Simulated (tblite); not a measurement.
Record of a relaxation.

Compound: C3H6BClO2.
Numbering: `[CH3:1][C@H:2]1[CH2:3][O:4][B:5]([Cl:6])[O:7]1` (hydrogens: H8, H9, H10 on C1; H11 on C2; H12, H13 on C3)

Computed with GFN2-xTB (tblite), gas phase: L-BFGS steps from a force-field or distance-geometry start until the largest atomic force falls under 0.01 eV/Å. 9 of its 74 geometries are shown.

Step 0: E = -638.3613 eV, largest atomic force 2.972 eV/Å
```
atom  x, y, z in Å  |  force x, y, z in eV/Å
C1      1.680    0.286    0.096    1.023   0.428   0.376
C2      0.175    0.302   -0.032    1.714  -0.154   0.560
C3     -0.394   -0.952   -0.626   -0.551  -0.470  -0.282
O4     -1.774   -0.661   -0.497   -1.294   1.019   2.287
B5     -1.861    0.108    0.764    1.414   1.045  -2.153
Cl6    -3.073    1.511    0.894    1.020  -1.922   0.222
O7     -0.474    0.296    1.217   -2.920   0.428   0.349
H8      2.086   -0.033   -0.869    0.052   0.130   0.216
H9      2.088    1.294    0.344   -0.385  -0.752  -0.200
H10     2.036   -0.407    0.876   -0.356   0.240  -0.365
H11    -0.140    1.224   -0.544    0.006  -0.355  -0.411
H12    -0.236   -1.847    0.021    0.537   0.471  -0.502
H13    -0.116   -1.123   -1.662   -0.259  -0.109  -0.099
```

Step 9: E = -639.5948 eV, largest atomic force 0.842 eV/Å
```
atom  x, y, z in Å  |  force x, y, z in eV/Å
C1      1.758    0.236    0.185   -0.165   0.024  -0.152
C2      0.271    0.286   -0.048   -0.283   0.205  -0.179
C3     -0.443   -0.958   -0.602   -0.208   0.306  -0.121
O4     -1.808   -0.616   -0.353   -0.106  -0.334   0.319
B5     -1.818    0.343    0.609   -0.608   0.162   0.559
Cl6    -3.288    1.134    1.116    0.552  -0.396  -0.067
O7     -0.569    0.680    1.058    0.063   0.026  -0.322
H8      2.169   -0.016   -0.783    0.329  -0.234  -0.064
H9      2.086    1.237    0.418    0.193   0.139   0.327
H10     2.093   -0.466    0.940   -0.167  -0.022   0.042
H11     0.074    1.079   -0.782    0.272   0.105  -0.254
H12    -0.133   -1.882   -0.090   -0.323   0.167  -0.064
H13    -0.397   -1.055   -1.685    0.452  -0.149  -0.023
```

Step 18: E = -639.9164 eV, largest atomic force 0.557 eV/Å
```
atom  x, y, z in Å  |  force x, y, z in eV/Å
C1      1.718    0.218    0.217   -0.064  -0.053  -0.007
C2      0.278    0.393   -0.226   -0.254   0.086  -0.048
C3     -0.468   -0.905   -0.630   -0.068  -0.006  -0.102
O4     -1.810   -0.722   -0.211    0.154   0.280   0.140
B5     -1.801    0.334    0.644   -0.308   0.443   0.140
Cl6    -3.254    0.871    1.388    0.268  -0.043   0.042
O7     -0.594    0.972    0.756   -0.127  -0.346   0.016
H8      2.315   -0.059   -0.643    0.000  -0.258  -0.156
H9      2.119    1.161    0.558   -0.066   0.222   0.297
H10     1.829   -0.534    0.991   -0.069   0.010   0.069
H11     0.263    1.112   -1.059    0.015  -0.121  -0.096
H12    -0.134   -1.800   -0.097    0.439   0.020  -0.154
H13    -0.466   -1.040   -1.707    0.082  -0.234  -0.139
```

Step 27: E = -640.0108 eV, largest atomic force 0.097 eV/Å
```
atom  x, y, z in Å  |  force x, y, z in eV/Å
C1      1.662    0.212    0.240   -0.046   0.034  -0.006
C2      0.267    0.438   -0.318   -0.069   0.012   0.000
C3     -0.454   -0.886   -0.672   -0.030  -0.003  -0.009
O4     -1.772   -0.735   -0.171    0.024   0.004   0.088
B5     -1.781    0.359    0.646   -0.004  -0.001  -0.042
Cl6    -3.142    0.813    1.567    0.053   0.008  -0.018
O7     -0.606    1.047    0.638    0.046  -0.039  -0.061
H8      2.314   -0.127   -0.559    0.014  -0.021   0.001
H9      2.059    1.131    0.657   -0.024   0.072  -0.010
H10     1.631   -0.540    1.021    0.031  -0.017   0.085
H11     0.301    1.115   -1.185    0.035  -0.058   0.070
H12     0.010   -1.728   -0.144    0.004  -0.041  -0.071
H13    -0.493   -1.099   -1.740   -0.034   0.051  -0.026
```

Step 36: E = -640.0385 eV, largest atomic force 0.161 eV/Å
```
atom  x, y, z in Å  |  force x, y, z in eV/Å
C1      1.614    0.214    0.303   -0.041   0.039  -0.051
C2      0.276    0.427   -0.387   -0.110   0.112   0.034
C3     -0.464   -0.894   -0.719    0.019   0.006  -0.013
O4     -1.706   -0.820   -0.040    0.034   0.069  -0.016
B5     -1.739    0.352    0.657    0.054  -0.030   0.017
Cl6    -3.019    0.801    1.690    0.001  -0.006  -0.066
O7     -0.631    1.118    0.472    0.024   0.012   0.068
H8      2.325   -0.174   -0.419    0.065  -0.025   0.022
H9      1.965    1.166    0.686    0.083   0.027   0.026
H10     1.519   -0.484    1.130   -0.029   0.001   0.033
H11     0.417    1.063   -1.272   -0.050  -0.097   0.016
H12     0.080   -1.759   -0.329    0.015  -0.049  -0.082
H13    -0.641   -1.010   -1.790   -0.063  -0.061   0.012
```

Step 46: E = -640.0466 eV, largest atomic force 0.032 eV/Å
```
atom  x, y, z in Å  |  force x, y, z in eV/Å
C1      1.609    0.221    0.314    0.006   0.006  -0.001
C2      0.277    0.427   -0.396    0.008   0.012   0.017
C3     -0.465   -0.897   -0.731    0.019   0.013   0.006
O4     -1.680   -0.838   -0.004   -0.016  -0.005   0.007
B5     -1.717    0.345    0.673   -0.027  -0.017  -0.005
Cl6    -3.010    0.808    1.682   -0.002  -0.013  -0.013
O7     -0.624    1.121    0.462    0.016   0.025  -0.002
H8      2.339   -0.193   -0.375   -0.013  -0.025  -0.004
H9      1.970    1.177    0.683    0.004   0.003  -0.025
H10     1.487   -0.450    1.161   -0.016   0.000  -0.015
H11     0.414    1.046   -1.291    0.011  -0.009   0.025
H12     0.093   -1.777   -0.400    0.019   0.008  -0.005
H13    -0.697   -0.990   -1.795   -0.010   0.003   0.013
```

Step 55: E = -640.0482 eV, largest atomic force 0.033 eV/Å
```
atom  x, y, z in Å  |  force x, y, z in eV/Å
C1      1.608    0.219    0.313    0.008  -0.002   0.006
C2      0.276    0.433   -0.393    0.018   0.002   0.012
C3     -0.461   -0.892   -0.729    0.011   0.007  -0.006
O4     -1.668   -0.847    0.011   -0.012  -0.003   0.000
B5     -1.717    0.340    0.678   -0.028  -0.006  -0.011
Cl6    -3.027    0.803    1.666    0.020  -0.013   0.001
O7     -0.628    1.123    0.466    0.006   0.020  -0.007
H8      2.324   -0.225   -0.373   -0.010   0.000   0.002
H9      1.988    1.177    0.659    0.013  -0.026   0.001
H10     1.477   -0.437    1.171    0.003   0.033   0.000
H11     0.418    1.054   -1.284   -0.019  -0.006   0.009
H12     0.111   -1.769   -0.412   -0.005  -0.005   0.006
H13    -0.706   -0.979   -1.790   -0.005  -0.002  -0.013
```

Step 64: E = -640.0489 eV, largest atomic force 0.029 eV/Å
```
atom  x, y, z in Å  |  force x, y, z in eV/Å
C1      1.607    0.220    0.314    0.008  -0.011   0.008
C2      0.275    0.437   -0.391    0.017  -0.003   0.010
C3     -0.458   -0.890   -0.730   -0.004   0.005  -0.004
O4     -1.666   -0.850    0.009   -0.009   0.003   0.000
B5     -1.719    0.337    0.676   -0.013   0.000   0.009
Cl6    -3.028    0.793    1.668    0.007  -0.009   0.000
O7     -0.633    1.125    0.464    0.006   0.006   0.014
H8      2.310   -0.247   -0.371    0.003   0.009   0.013
H9      2.008    1.175    0.646   -0.009  -0.008  -0.026
H10     1.474   -0.419    1.185   -0.013   0.014  -0.009
H11     0.415    1.059   -1.282    0.005  -0.006  -0.002
H12     0.114   -1.768   -0.417   -0.001   0.007   0.004
H13    -0.705   -0.973   -1.791    0.004  -0.007  -0.018
```

Step 73: E = -640.0497 eV, largest atomic force 0.009 eV/Å
```
atom  x, y, z in Å  |  force x, y, z in eV/Å
C1      1.608    0.220    0.314    0.003   0.000   0.003
C2      0.275    0.438   -0.388    0.004   0.002  -0.001
C3     -0.458   -0.886   -0.735   -0.002   0.000   0.000
O4     -1.672   -0.844   -0.006   -0.006  -0.004   0.000
B5     -1.721    0.334    0.676   -0.004  -0.002  -0.002
Cl6    -3.026    0.777    1.678    0.004   0.000  -0.002
O7     -0.631    1.121    0.474    0.001  -0.001   0.005
H8      2.300   -0.277   -0.359   -0.001   0.000   0.003
H9      2.025    1.178    0.613    0.000  -0.001  -0.001
H10     1.466   -0.390    1.203    0.003   0.001  -0.001
H11     0.413    1.065   -1.276    0.002   0.007  -0.005
H12     0.110   -1.765   -0.415    0.003   0.000   0.002
H13    -0.692   -0.970   -1.799   -0.006  -0.003  -0.002
```

Question: Summarise the path.

Answer: The energy falls by 1.6883 eV from step 0 to step 73; nine tenths of that is first reached at step 17. It falls at every step. The largest force goes from 2.972 to 0.009 eV/Å. Among the bonds B5–Cl6 changes most, from 1.859 to 1.704 Å; the atoms move by 0.647 Å rms after alignment.

What follows is the cost of the whole relaxation. On one thread, Intel Xeon at 2.50 GHz (x86_64), on a shared host, this took 1.5 s wall, 1.3 s CPU.
